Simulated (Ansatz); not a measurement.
Coupled-cluster run, C4H14NNbO4 (`C[O][Nb]([OH])([OH])([O]C)[N](C)C`).

```yaml
crystal:
  periodic: [false, false, false]
  atoms:
    - {symbol: C, position_ang: [1.466209, -2.796124, -0.472863]}
    - {symbol: O, position_ang: [0.844374, -1.682433, 0.083099]}
    - {symbol: Nb, position_ang: [-0.276871, -0.227998, -0.392293]}
    - {symbol: O, position_ang: [0.187538, -0.678874, -2.211689]}
    - {symbol: O, position_ang: [-1.862784, 0.415711, -1.381228]}
    - {symbol: O, position_ang: [-1.428802, -0.466600, 1.099631]}
    - {symbol: C, position_ang: [-2.688394, -0.878528, 1.510042]}
    - {symbol: N, position_ang: [0.735289, 1.373002, 0.065655]}
    - {symbol: C, position_ang: [1.291797, 1.552882, 1.383816]}
    - {symbol: C, position_ang: [1.070889, 2.415689, -0.871906]}
    - {symbol: H, position_ang: [1.428025, -2.742219, -1.566851]}
    - {symbol: H, position_ang: [0.974217, -3.717501, -0.141776]}
    - {symbol: H, position_ang: [2.513257, -2.832158, -0.154195]}
    - {symbol: H, position_ang: [-0.478368, -0.440483, -2.863138]}
    - {symbol: H, position_ang: [-2.575187, 0.780793, -0.851256]}
    - {symbol: H, position_ang: [-3.004497, -0.299966, 2.384425]}
    - {symbol: H, position_ang: [-2.679393, -1.939586, 1.783990]}
    - {symbol: H, position_ang: [-3.432749, -0.740534, 0.714259]}
    - {symbol: H, position_ang: [0.942298, 2.492354, 1.832843]}
    - {symbol: H, position_ang: [0.994455, 0.736308, 2.045240]}
    - {symbol: H, position_ang: [2.389347, 1.577560, 1.351104]}
    - {symbol: H, position_ang: [0.616695, 2.220037, -1.843678]}
    - {symbol: H, position_ang: [2.157803, 2.487832, -1.012448]}
    - {symbol: H, position_ang: [0.709553, 3.390535, -0.517381]}
basis:
  gaussian: {orbitals: def2-SVP}
correlation: {method: ccsd_t}
```

```sh
$ ansatz run in.yaml --threads 4 --pin off --events-out ev --progress --plain --backend cuda
```

The program prints (abridged):

```
Functional definition: HF
2291 factors; integrals over basis functions are off by at most 1.6e-3 eV
mean field evaluation 1: about -15490.1866 eV, gradient 7.2e1 eV
mean field evaluation 2: about -15490.2071 eV, gradient 7.2e1 eV
mean field evaluation 4: about -15500.6966 eV, gradient 7.6e0 eV
mean field evaluation 8: about -15500.8550 eV, gradient 4.9e-1 eV
mean field evaluation 16: about -15500.6721 eV, gradient 7.6e0 eV
mean field -15500.85606415 eV, -569.6459534998 hartree, gradient 1.5e-6 eV, S^2 0.000000; 0 other end points of the search recorded, 0 dependent functions left out
9 core orbitals not correlated: weight in the atoms' cores, before any rotation towards them, 1.000 or more for the frozen orbitals, at most 0.000 for the correlated occupied ones
reference -15500.85606415 eV, -569.6459534998 hartree; 36, 36 occupied and 182, 182 virtual orbitals, 2291 factors
second order -50.16914169 eV of doubles, -0.00000000 eV of singles
cycle   1  -49.62830791 eV  change    5.4e-1 eV  update   2.5e-1
cycle   2  -51.14327049 eV  change    -1.5e0 eV  update   1.2e-1
cycle   3  -51.67447517 eV  change   -5.3e-1 eV  update   4.9e-2
cycle   4  -51.69169330 eV  change   -1.7e-2 eV  update   1.5e-2
cycle   5  -51.67089258 eV  change    2.1e-2 eV  update   6.4e-3
cycle   6  -51.67062615 eV  change    2.7e-4 eV  update   2.4e-3
cycle   7  -51.67105663 eV  change   -4.3e-4 eV  update   1.1e-3
cycle   8  -51.67022898 eV  change    8.3e-4 eV  update   4.2e-4
cycle   9  -51.67028100 eV  change   -5.2e-5 eV  update   1.6e-4
cycle  10  -51.67060476 eV  change   -3.2e-4 eV  update   8.4e-5
cycle  11  -51.67043198 eV  change    1.7e-4 eV  update   3.8e-5
cycle  12  -51.67040450 eV  change    2.7e-5 eV  update   1.8e-5
perturbative correction -1.82325896 eV, -0.0670035307 hartree
Total energy: -15554.34972760 eV, -571.6118093725 hartree
```

It took 11 s on 4 threads of an AMD EPYC 7R13 on a shared host and a share of an NVIDIA H100 80 GB, with 0.81 GiB of host memory at the peak.

Correlation energy per correlated electron: -0.743 eV. T1 diagnostic: 0.0189.
